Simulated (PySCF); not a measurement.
C2H9NSi2.
Numbering: `[CH2:1]1[NH:2][SiH2:3][CH2:4][SiH2:5]1` (hydrogens: H6, H7 on C1; H8 on N2; H9, H10 on Si3; H11, H12 on C4; H13, H14 on Si5)

Method used: PySCF, PBE0-D3(BJ)/def2-SVP geometry optimisation, gas phase.

(1) What internal coordinates does the optimisation give?

Answers

(1) 
```csv
bond,length (Å),order
C1–N2,1.453,single
N2–Si3,1.737,single
Si3–C4,1.884,single
C4–Si5,1.891,single
C1–Si5,1.918,single
"C1–H6, C1–H7",1.107,single
N2–H8,1.014,single
"Si3–H9, Si3–H10",1.500,single
"C4–H11, C4–H12",1.101,single
"Si5–H13, Si5–H14",1.496,single
```

Bonds in one row agree within 0.01 Å and their mean is given. Orders are formal, as drawn. A selection of angles:
```csv
angle,degrees
N2–C1–Si5,106.4
N2–C1–H6,113.7
N2–C1–H7,111.2
Si5–C1–H6,109.8
H6–C1–H7,106.4
C1–N2–Si3,119.7
C1–N2–H8,115.4
Si3–N2–H8,122.0
N2–Si3–C4,100.3
N2–Si3–H9,109.6
N2–Si3–H10,115.6
C4–Si3–H9,115.3
C4–Si3–H10,109.4
H9–Si3–H10,106.9
Si3–C4–Si5,103.4
Si3–C4–H11,109.7
Si3–C4–H12,113.2
Si5–C4–H11,110.0
Si5–C4–H12,112.4
H11–C4–H12,108.1
C4–Si5–H13,111.7
C1–Si5–C4,102.5
C1–Si5–H13,110.9
H13–Si5–H14,108.0
```

Dihedral angles: Si5–C1–N2–Si3 -25° (synperiplanar); C1–N2–Si3–C4 31° (synclinal); N2–Si3–C4–Si5 -21° (synperiplanar); Si3–C4–Si5–C1 10° (synperiplanar); N2–C1–Si5–C4 7° (synperiplanar). The mirror-image conformer, all signs reversed, is as good.

Si5 (SiH2 silicon) is distorted tetrahedral (angles from 102.5° to 112.4°). The 5-membered ring C1–N2–Si3–C4–Si5 has internal angles of 100.3° to 119.7°; it is puckered, 0.13 Å rms from its mean plane, widest ring torsion 31°. The 3 C–Si bonds span 1.884 Å (Si3–C4, drawn single) to 1.918 Å (C1–Si5, drawn single), a spread of 0.034 Å. Si3 (SiH2 silicon) is distorted tetrahedral (angles from 100.3° to 115.6°). N2 (silicon-bound nitrogen) is almost planar (angles 122.0°, 119.7° and 115.4°, sum 357.1°, 0.13 Å off the plane of its three neighbours).

Point group: C1 (no symmetry element, even within 0.4 Å). No frequency check. One conformer, not necessarily the lowest.
